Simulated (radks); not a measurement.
Q: These are the eigenvalues of the occupied orbitals of an atom or ion with whole-number occupations (eV). All-electron calculation, Dirac Kohn-Sham, PBE, spin-unpolarised, spherical densities, point nucleus. Program: a radial shooting solver on a logarithmic mesh with Libxc functionals.

| orbital | eigenvalue |
|---|---|
| 1s1/2 | -46640.06 |
| 2s1/2 | -7622.816 |
| 2p1/2 | -7225.113 |
| 2p3/2 | -6622.240 |
| 3s1/2 | -1674.835 |
| 3p1/2 | -1503.823 |
| 3p3/2 | -1381.743 |
| 3d3/2 | -1085.425 |
| 3d5/2 | -1058.913 |
| 4s1/2 | -337.6662 |
| 4p1/2 | -272.1160 |
| 4p3/2 | -245.3258 |
| 4d3/2 | -137.5324 |
| 4d5/2 | -132.7475 |
| 5s1/2 | -49.3573 |
| 5p1/2 | -31.8456 |
| 5p3/2 | -28.3129 |
| 4f5/2 | -8.8621 |
| 6s1/2 | -8.4173 |
| 4f7/2 | -8.3202 |

Which element is it, and in what charge state? The configuration may be excited. Open shells, if any, are shared by 2j + 1.

A: Z = 62, samarium, charge +1: Sm+ in [Xe] 4f6 6s1. The list shows which subshells hold electrons but not how many an open one holds; the 1s level, -1714 hartree, gives Z - s = 58.5 by -(Z - s)^2/2, which with screening and relativity narrows Z to a few neighbours, and the depths of the outer levels then fix element, charge and occupations together.
